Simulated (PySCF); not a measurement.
## Polarisability and C₆ of S²⁺ (sulfur, charge +2)

[Ne] 3s2 3p2, high-spin 3P determinant. Computed with PySCF 2.14 in dyall-acv3z (19s12p6d4f, 113 functions), with scalar relativity by spin-free X2C-1e. Coupled (time-dependent) response in atomic units; α is the mean over directions.

```json
{"method": "UHF", "mean α (bohr³)": "7.457", "α xx, yy, zz": "7.698, 7.336, 7.336", "C₆ (like pair)": "27.18", "S(−4)": "20.38"}
{"method": "PBE", "mean α (bohr³)": "7.279", "α xx, yy, zz": "7.438, 7.199, 7.199", "C₆ (like pair)": "26.36", "S(−4)": "18.23"}
{"method": "PBE0", "mean α (bohr³)": "7.289", "α xx, yy, zz": "7.479, 7.193, 7.193", "C₆ (like pair)": "26.40", "S(−4)": "18.39"}
{"method": "BLYP", "mean α (bohr³)": "7.254", "α xx, yy, zz": "7.390, 7.186, 7.186", "C₆ (like pair)": "26.21", "S(−4)": "18.00"}
{"method": "BHandHLYP", "mean α (bohr³)": "7.271", "α xx, yy, zz": "7.469, 7.172, 7.172", "C₆ (like pair)": "26.31", "S(−4)": "18.23"}
```

S(−4) is the Cauchy moment in α(ω) = α(0) + S(−4) ω² + …

α(iu) at UHF:

```tsv
u (hartree)	α(iu) (bohr³)
0	7.457
0.0500	7.406
0.100	7.261
0.200	6.746
0.300	6.058
0.500	4.617
0.750	3.196
1.00	2.262
1.50	1.270
2.00	0.8129
3.00	0.4289
5.00	0.1972
```

A single London oscillator, α(iu) = α/(1 + u²/ω²), gives C₆ = (3/4) ω α². Matching the computed C₆ needs ω = 4 × 27.18 / (3 × 7.457²) = 0.652 hartree.

For an ion, C₆ is the dispersion term alone; charge-induced terms of lower order in 1/R come first.

The components differ because the open shell of this determinant is not spherical; for a pure term their mean is the scalar polarisability.
